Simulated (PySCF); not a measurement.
C17H6F30O2: Orbital levels and atomic charges

System: C17H6F30O2 (one of a series of oligomers), SMILES COC(F)(F)C(F)(F)C(F)(F)C(F)(F)C(F)(F)C(F)(F)C(F)(F)C(F)(F)C(F)(F)C(F)(F)C(F)(F)C(F)(F)C(F)(F)C(F)(F)C(F)(F)OC.

Cartesian coordinates (Å):
```
  1 C    -5.653    3.701    1.006
  2 O    -5.676    2.564    0.119
  3 C    -5.968    1.398    0.676
  4 F    -7.180    1.388    1.285
  5 F    -5.099    1.041    1.664
  6 C    -5.966    0.287   -0.418
  7 F    -6.559   -0.817    0.063
  8 F    -6.695    0.701   -1.466
  9 C    -4.549   -0.130   -0.923
 10 F    -3.910   -0.796    0.055
 11 F    -4.714   -0.987   -1.946
 12 C    -3.642    1.045   -1.391
 13 F    -3.207    1.736   -0.325
 14 F    -4.352    1.900   -2.145
 15 C    -2.407    0.635   -2.268
 16 F    -1.640    1.734   -2.388
 17 F    -2.864    0.339   -3.494
 18 C    -1.474   -0.552   -1.843
 19 F    -2.183   -1.678   -1.695
 20 F    -0.640   -0.747   -2.880
 21 C    -0.604   -0.290   -0.575
 22 F    -1.377    0.176    0.420
 23 F     0.296    0.666   -0.848
 24 C     0.139   -1.547   -0.006
 25 F     0.778   -1.131    1.101
 26 F    -0.762   -2.458    0.383
 27 C     1.143   -2.231   -0.986
 28 F     1.855   -1.317   -1.659
 29 F     0.420   -2.907   -1.895
 30 C     2.102   -3.290   -0.340
 31 F     1.333   -4.255    0.192
 32 F     2.783   -3.843   -1.357
 33 C     3.153   -2.896    0.758
 34 F     3.947   -3.970    0.892
 35 F     2.537   -2.722    1.935
 36 C     4.025   -1.644    0.426
 37 F     3.210   -0.576    0.329
 38 F     4.602   -1.816   -0.770
 39 C     5.099   -1.348    1.521
 40 F     4.470   -0.993    2.652
 41 F     5.786   -2.469    1.793
 42 C     6.132   -0.243    1.132
 43 F     6.923   -0.707    0.152
 44 F     6.914   -0.035    2.207
 45 C     5.500    1.118    0.709
 46 F     6.492    2.043    0.649
 47 F     5.075    1.011   -0.582
 48 O     4.535    1.442    1.556
 49 C     3.831    2.669    1.270
 50 H    -5.407    4.541    0.365
 51 H    -6.632    3.839    1.464
 52 H    -4.886    3.563    1.770
 53 H     4.530    3.506    1.257
 54 H     3.312    2.583    0.315
 55 H     3.121    2.769    2.084
```

Method: wB97X-D/def2-SVP, gas phase, PySCF, fitting set def2-universal-JFIT up to Ne and JKFIT beyond, grid level 1.

Task: Give the orbital energies near the gap.

Result: 
```json
{"orbital": "HOMO-4", "eV": "-12.28"}
{"orbital": "HOMO-3", "eV": "-12.06"}
{"orbital": "HOMO-2", "eV": "-11.85"}
{"orbital": "HOMO-1", "eV": "-11.75"}
{"orbital": "HOMO", "eV": "-11.68"}
{"orbital": "LUMO", "eV": "1.82"}
{"orbital": "LUMO+1", "eV": "1.91"}
{"orbital": "LUMO+2", "eV": "2.26"}
{"orbital": "LUMO+3", "eV": "2.41"}
```

Task: Give the partial charges of the non-hydrogen atoms.

Result: 
| atom | Mulliken | IAO | Hirshfeld |
| --- | --- | --- | --- |
| C1 | 0.14 | -0.20 | -0.02 |
| O2 | -0.35 | -0.36 | -0.13 |
| C3 | 0.45 | 0.70 | 0.22 |
| F4 | -0.20 | -0.29 | -0.10 |
| F5 | -0.20 | -0.30 | -0.10 |
| C6 | 0.37 | 0.53 | 0.15 |
| F7 | -0.18 | -0.26 | -0.08 |
| F8 | -0.18 | -0.26 | -0.08 |
| C9 | 0.32 | 0.52 | 0.15 |
| F10 | -0.18 | -0.27 | -0.08 |
| F11 | -0.18 | -0.26 | -0.08 |
| C12 | 0.32 | 0.52 | 0.15 |
| F13 | -0.17 | -0.26 | -0.08 |
| F14 | -0.17 | -0.26 | -0.07 |
| C15 | 0.37 | 0.52 | 0.15 |
| F16 | -0.18 | -0.26 | -0.08 |
| F17 | -0.17 | -0.26 | -0.07 |
| C18 | 0.30 | 0.52 | 0.15 |
| F19 | -0.16 | -0.26 | -0.07 |
| F20 | -0.17 | -0.26 | -0.07 |
| C21 | 0.35 | 0.52 | 0.15 |
| F22 | -0.17 | -0.26 | -0.07 |
| F23 | -0.17 | -0.26 | -0.08 |
| C24 | 0.35 | 0.52 | 0.15 |
| F25 | -0.17 | -0.26 | -0.07 |
| F26 | -0.16 | -0.26 | -0.07 |
| C27 | 0.30 | 0.52 | 0.15 |
| F28 | -0.16 | -0.26 | -0.07 |
| F29 | -0.17 | -0.26 | -0.08 |
| C30 | 0.39 | 0.52 | 0.15 |
| F31 | -0.17 | -0.26 | -0.07 |
| F32 | -0.17 | -0.26 | -0.08 |
| C33 | 0.33 | 0.52 | 0.15 |
| F34 | -0.17 | -0.26 | -0.08 |
| F35 | -0.17 | -0.26 | -0.08 |
| C36 | 0.30 | 0.51 | 0.15 |
| F37 | -0.18 | -0.27 | -0.07 |
| F38 | -0.16 | -0.26 | -0.07 |
| C39 | 0.33 | 0.52 | 0.15 |
| F40 | -0.17 | -0.26 | -0.08 |
| F41 | -0.18 | -0.26 | -0.08 |
| C42 | 0.38 | 0.53 | 0.15 |
| F43 | -0.18 | -0.26 | -0.08 |
| F44 | -0.18 | -0.26 | -0.08 |
| C45 | 0.45 | 0.70 | 0.22 |
| F46 | -0.20 | -0.29 | -0.10 |
| F47 | -0.20 | -0.30 | -0.10 |
| O48 | -0.34 | -0.36 | -0.13 |
| C49 | 0.13 | -0.20 | -0.02 |
